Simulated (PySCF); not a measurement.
Isomers of C7H7OP, mass 138.023 u with the commonest isotopes. Theory: PBE0/def2-SVPD in PySCF (dipole) on a GFN2-xTB geometry, gas phase. One conformer each, none proved a minimum here; rigid rotors.

Problem. Order these by rotational constant B, smallest first.
A. `[CH3:1][C:2]#[C:3][PH:4][c:5]1[cH:6][cH:7][cH:8][o:9]1` with C3–P4–C5–C6 -101°
B. `[CH:1]#[C:2][P:3]([CH3:4])[c:5]1[cH:6][cH:7][o:8][cH:9]1` with C2–P3–C5–C6 -43°
C. `[CH3:1][c:2]1[cH:3][p:4][cH:5][cH:6][c:7]1[CH:8]=[O:9]` with C6–C7–C8–O9 0°
D. `[CH2:1]=[CH:2][c:3]1[o:4][cH:5][p:6][c:7]1[CH:8]=[CH2:9]` with C1–C2–C3–O4 0°, P6–C7–C8–C9 0°

Solution. A (763.6 MHz), B (1033 MHz), C (1135 MHz), D (1255 MHz).

Problem. Order these by radius of gyration √(Σ m r²/M), smallest first.
A. `[CH3:1][C:2]#[C:3][PH:4][c:5]1[cH:6][cH:7][cH:8][o:9]1` with C3–P4–C5–C6 -101°
B. `[CH2:1]=[CH:2][c:3]1[o:4][cH:5][p:6][c:7]1[CH:8]=[CH2:9]` with C1–C2–C3–O4 0°, P6–C7–C8–C9 0°
C. `[CH:1]#[C:2][P:3]([CH3:4])[c:5]1[cH:6][cH:7][o:8][cH:9]1` with C2–P3–C5–C6 -43°

Solution. B (2.158 Å), C (2.184 Å), A (2.411 Å).

Problem. Order these by dipole moment, smallest first.
A. `[CH3:1][c:2]1[cH:3][p:4][cH:5][cH:6][c:7]1[CH:8]=[O:9]` with C6–C7–C8–O9 0°
B. `[CH:1]#[C:2][P:3]([CH3:4])[c:5]1[cH:6][cH:7][o:8][cH:9]1` with C2–P3–C5–C6 -43°
C. `[CH3:1][C:2]#[C:3][PH:4][c:5]1[cH:6][cH:7][cH:8][o:9]1` with C3–P4–C5–C6 -101°
D. `[CH2:1]=[CH:2][c:3]1[o:4][cH:5][p:6][c:7]1[CH:8]=[CH2:9]` with C1–C2–C3–O4 0°, P6–C7–C8–C9 0°

Solution. B (1.00 D), D (1.19 D), C (1.86 D), A (2.65 D).

```json
{"SMILES": "C#CP(C)c1ccoc1", "point group": "C1", "Ia (u·Å²)": "199.51", "Ib (u·Å²)": "489.34", "Ic (u·Å²)": "627.59", "κ": "-0.74", "μa (D)": "0.10", "μb (D)": "0.04", "μc (D)": "1.00"}
{"SMILES": "Cc1cpccc1C=O", "point group": "Cs", "Ia (u·Å²)": "215.29", "Ib (u·Å²)": "445.17", "Ic (u·Å²)": "657.32", "κ": "-0.54", "μa (D)": "1.19", "μb (D)": "2.37", "μc (D)": "0.00"}
{"SMILES": "C=Cc1ocpc1C=C", "point group": "Cs", "Ia (u·Å²)": "240.26", "Ib (u·Å²)": "402.61", "Ic (u·Å²)": "642.87", "κ": "-0.29", "μa (D)": "0.99", "μb (D)": "0.66", "μc (D)": "0.00"}
{"SMILES": "CC#CPc1ccco1", "point group": "C1", "Ia (u·Å²)": "193.75", "Ib (u·Å²)": "661.83", "Ic (u·Å²)": "748.66", "κ": "-0.91", "μa (D)": "0.24", "μb (D)": "1.38", "μc (D)": "1.22"}
```
